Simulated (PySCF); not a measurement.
Gas-phase reaction: SnH4 + SnF2 + 2 H ⇌ 2 SnH3F

Computed with PySCF (xtb for GFN2) and rigid-rotor harmonic-oscillator thermochemistry at 1 bar. † marks an energy on the PBE0/def2-TZVP geometry and frequencies; other levels use their own. CCSD(T) freezes the core. Open shells (unrestricted): H (multiplicity 2); the rest are closed-shell singlets. GFN2 has no spin-polarisation term. Sn: scalar-relativistic def2 core potential, no spin-orbit coupling. SnH3F: computed as isolated molecules; such fragments, hydroxides, amides, oligomers or adducts are transient or little studied in the gas. CCSD(T) isn't extrapolated to the basis-set limit.

| level | ΔH°(298 K), kJ |
|---|---|
| CCSD(T)/def2-TZVPP† | ? |
| GFN2-xTB | -304 |
| M06-2X/def2-TZVP† | -388 |
| PBE/def2-SVP | -345 |
| r2SCAN/def2-TZVP† | ? |

Problem. Complete the blanks.

Solution. 
- CCSD(T)/def2-TZVPP†, ΔH°(298 K), kJ: -387
- r2SCAN/def2-TZVP†, ΔH°(298 K), kJ: -374
